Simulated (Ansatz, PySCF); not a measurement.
Molecule: vinylidene fluoride, C$_{2}$H$_{2}$F$_{2}$, net charge 0, singlet state. 
Structure (B3LYP-D3(BJ)/def2-TZVP (Ansatz, an electronic-structure program) minimum search):
```
C
C 1 1.3156
F 1 1.3225 2 125.22
F 1 1.3225 2 125.22 3 -180.00
H 2 1.0775 1 119.81 3 0.00
H 2 1.0775 5 120.39 1 180.00
```

Property: vertical ionisation energy (to the doublet state of charge +1; each state is the SCF solution reached for its spin), in eV. Cores are frozen in the correlated levels unless marked. UHF or UKS for open shells. Spin-orbit coupling is left out. Non-relativistic. CBS marks a two-point X^-3 extrapolation of the correlation energy; Hartree-Fock from the larger set.

```csv
level,program,vertical ionisation energy (eV)
HF/aug-cc-pVDZ,Ansatz,9.46
HF/aug-cc-pVTZ,Ansatz,9.43
SVWN5/def2-TZVPD,Ansatz,10.68
PBE/def2-TZVPD,Ansatz,10.36
PBE0/def2-TZVPD,Ansatz,10.45
BHLYP/def2-TZVPD,Ansatz,10.44
CAM-B3LYP/def2-TZVPD,Ansatz,10.58
wB97M-V/def2-TZVPD,Ansatz,10.48
wB97X-V/def2-TZVPD,Ansatz,10.48
B2PLYP/def2-TZVPD,Ansatz,10.51
MP2/aug-cc-pVDZ,Ansatz,10.58
"RI-MP2/CBS(aug-cc-pVTZ,aug-cc-pVQZ)",Ansatz,10.83
SCS-MP2/aug-cc-pVDZ,Ansatz,10.58
CCSD/aug-cc-pVDZ,Ansatz,10.51
```

For comparison, minus the highest occupied orbital energy (PySCF): 9.19 eV at M06-2X/def2-TZVPD, 6.74 eV at SVWN5/def2-TZVPD, 7.10 eV at TPSSh/def2-TZVPD.
